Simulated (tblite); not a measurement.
Compound: C₆H₉B₂ (doublet state).
Atom-mapped SMILES: `[CH:1]#[C:2][BH:3]/[C:4]=[CH:5]\[B:6]([CH3:7])[CH3:8]` (hydrogens: H9 on C1; H10 on B3; H11 on C5; H12, H13, H14 on C7; H15, H16, H17 on C8)
Bond orders are those of one Lewis drawing.

Computed with GFN2-xTB (tblite), gas phase: L-BFGS steps from a force-field or distance-geometry start until the largest atomic force falls under 0.01 eV/Å.

Step 49: E = -536.5053 eV
```
atom  x, y, z in Å  |  force x, y, z in eV/Å
C1      4.6299   -0.2923   -0.3045   -0.101  -0.026   0.006
C2      3.5453   -0.4031    0.2138    0.162  -0.045   0.009
B3      2.2621   -0.5154    1.0012   -0.068  -0.019  -0.054
C4      1.0785    0.2302    0.5728   -0.017   0.056   0.101
C5     -0.0028    0.8971    0.3085   -0.055   0.093  -0.006
B6     -1.4087    0.2615    0.0746   -0.038  -0.042   0.014
C7     -1.5513   -1.2740   -0.2358    0.018  -0.041  -0.016
C8     -2.6791    1.1874    0.2085    0.028   0.005  -0.047
H9      5.5663   -0.2076   -0.7784   -0.043   0.009  -0.012
H10     2.2378   -1.1600    1.9876    0.005   0.076  -0.030
H11     0.0154    1.9898    0.3501    0.013  -0.111   0.047
H12    -0.9219   -1.5921   -1.0639    0.053  -0.021   0.009
H13    -2.5710   -1.5775   -0.4595   -0.011   0.003  -0.009
H14    -1.2257   -1.8485    0.6298    0.038  -0.054   0.005
H15    -2.6464    1.9330   -0.5866   -0.077   0.085   0.054
H16    -2.7150    1.7327    1.1512    0.078   0.038  -0.051
H17    -3.6205    0.6509    0.1139    0.015  -0.006  -0.021
```

Step 50: E = -536.5084 eV
```
atom  x, y, z in Å  |  force x, y, z in eV/Å
C1      4.6171   -0.2875   -0.3123   -0.024  -0.027  -0.030
C2      3.5403   -0.4023    0.2195    0.074  -0.028   0.043
B3      2.2643   -0.5110    1.0213   -0.003  -0.039  -0.110
C4      1.0749    0.2210    0.5898   -0.064   0.137   0.077
C5     -0.0008    0.8932    0.3144   -0.047   0.014  -0.010
B6     -1.4056    0.2577    0.0700   -0.062  -0.029  -0.002
C7     -1.5545   -1.2770   -0.2436    0.043  -0.046  -0.002
C8     -2.6736    1.1883    0.2039    0.022   0.019  -0.038
H9      5.5483   -0.2047   -0.7973   -0.051   0.010  -0.006
H10     2.2586   -1.1490    2.0084   -0.015   0.045   0.034
H11     0.0154    1.9852    0.3512    0.032  -0.095   0.053
H12    -0.9226   -1.6017   -1.0674    0.044   0.000  -0.004
H13    -2.5757   -1.5748   -0.4715    0.014   0.001   0.005
H14    -1.2308   -1.8528    0.6227    0.005  -0.047   0.003
H15    -2.6442    1.9402   -0.5860   -0.059   0.056   0.051
H16    -2.7001    1.7315    1.1488    0.055   0.023  -0.051
H17    -3.6181    0.6559    0.1113    0.036   0.006  -0.012
```

Step 51: E = -536.5116 eV
```
atom  x, y, z in Å  |  force x, y, z in eV/Å
C1      4.6048   -0.2844   -0.3209    0.015  -0.026  -0.047
C2      3.5359   -0.4026    0.2248   -0.009  -0.012   0.062
B3      2.2655   -0.5074    1.0388    0.048  -0.047  -0.128
C4      1.0700    0.2152    0.6084   -0.001   0.119   0.073
C5     -0.0014    0.8883    0.3227   -0.078  -0.020  -0.034
B6     -1.4046    0.2533    0.0652   -0.057  -0.010  -0.028
C7     -1.5573   -1.2809   -0.2514    0.054  -0.036   0.015
C8     -2.6683    1.1896    0.1977    0.017   0.030  -0.016
H9      5.5305   -0.2011   -0.8160   -0.046   0.007  -0.006
H10     2.2798   -1.1363    2.0305   -0.039   0.035   0.056
H11     0.0166    1.9792    0.3538    0.026  -0.060   0.059
H12    -0.9226   -1.6111   -1.0711    0.035   0.020  -0.016
H13    -2.5797   -1.5729   -0.4836    0.040  -0.009   0.018
H14    -1.2355   -1.8566    0.6161   -0.025  -0.047   0.002
H15    -2.6445    1.9493   -0.5848   -0.034   0.030   0.029
H16    -2.6808    1.7297    1.1450    0.015   0.005  -0.043
H17    -3.6155    0.6608    0.1081    0.041   0.022   0.004
```

Task: Estimate the geometry and energy of step 52. (The exact step hangs on the optimiser's Hessian estimate; all steps are aligned on step 51, rigid shifts and turns removed.)

Result: E = -536.5146 eV, largest force 0.140 eV/Å
```
atom  x, y, z in Å  |  force x, y, z in eV/Å
C1      4.5962   -0.2849   -0.3275    0.022  -0.022  -0.044
C2      3.5330   -0.4052    0.2278   -0.053   0.004   0.055
B3      2.2661   -0.5056    1.0477    0.068  -0.034  -0.117
C4      1.0681    0.2173    0.6257   -0.039   0.118   0.008
C5     -0.0035    0.8856    0.3272   -0.028  -0.108  -0.009
B6     -1.4053    0.2500    0.0592   -0.019   0.005  -0.033
C7     -1.5580   -1.2850   -0.2555    0.054  -0.025   0.021
C8     -2.6650    1.1911    0.1913    0.006   0.036  -0.004
H9      5.5182   -0.1984   -0.8273   -0.018   0.003  -0.020
H10     2.2914   -1.1257    2.0424   -0.049   0.002   0.096
H11     0.0173    1.9741    0.3600    0.003   0.011   0.050
H12    -0.9210   -1.6170   -1.0727    0.031   0.028  -0.023
H13    -2.5807   -1.5744   -0.4913    0.053  -0.016   0.026
H14    -1.2373   -1.8614    0.6125   -0.043  -0.035  -0.003
H15    -2.6491    1.9588   -0.5830   -0.007   0.009  -0.001
H16    -2.6633    1.7277    1.1405   -0.021  -0.008  -0.020
H17    -3.6142    0.6651    0.1061    0.040   0.032   0.018
```

The energy changes by -0.0030 eV. The first-order estimate −F·Δx gives -0.0044 eV and the mean of the old and new forces, exact on a quadratic surface, -0.0030 eV. The step makes an angle of 72° with the force vector and moves no atom by more than 0.020 Å.

What follows is the cost of the whole relaxation. Time: 0.59 s wall. Hardware: Intel Xeon 6975P-C, one thread (shared host).
